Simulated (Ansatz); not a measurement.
`S=[CH][SbH2]` + HCl → `[Cl][SbH2]` + `C=S` at 500 K and 1 bar (ligand exchange at the Sb–C bond).

Isolated molecules relaxed with PBE0-D4/def2-TZVP in Ansatz; ΔE leaves out vibrations. CBS: MP2 limit from def2 TZ/QZ plus the TZ coupled-cluster correction, frozen cores. This one scheme is used for every species. Elements past krypton have def2 core potentials. For Sb outer-core shells are correlated without core-valence functions, which leaves a few kJ/mol of doubt a bond.

```tsv
species	CCSD(T)/CBS energy (Eh)	H − E (kJ/mol)	S (J/(mol·K))
`S=[CH][SbH2]`	-677.58851	108.8	357.6
HCl	-460.38127	32.5	201.9
`[Cl][SbH2]`	-701.00845	61.2	307.5
`C=S`	-436.98974	83.9	252.6
```

H − E and S are ideal-gas, rigid-rotor, harmonic terms from PBE0-D4/def2-TZVP, for one conformer and one mirror image of each species. 1 Eh = 2625.50 kJ/mol, R = 8.31446 J/(mol·K).

By hand: ΔE, ΔH, ΔS and ΔG.

ΔE = (-701.00845) + (-436.98974) − (-677.58851) − (-460.38127) = -0.02841 Eh = -74.6 kJ/mol. Δ(H − E) = 61.2 + 83.9 − 108.8 − 32.5 = 3.8, so ΔH = -70.8 kJ/mol. ΔS = 307.5 + 252.6 − 357.6 − 201.9 = 0.6 J/(mol·K). ΔG = -70.8 − 500 × (0.6)/1000 = -71.1 kJ/mol.

By hand: the equilibrium constant, and the temperature at which ΔG would vanish if ΔH and ΔS stayed fixed.

log₁₀ K = −ΔG/(RT ln 10) = 7.4. ΔH and −TΔS have one sign here, so there is no such temperature. One of them is within its doubt of zero, so this could turn.

The number of gas molecules stays the same, so ΔS is small and ΔH decides. A doubt of 5 kJ/mol in ΔE shifts log₁₀ K by 0.5 here. Other conformers and mirror images would add mixing entropy, several J/(mol·K) or more a flexible species. These are equilibria of isolated gas molecules and say nothing of rates. Largest T1 diagnostic: 0.017 (customary marks: 0.02 for closed shells, 0.045 for open ones).
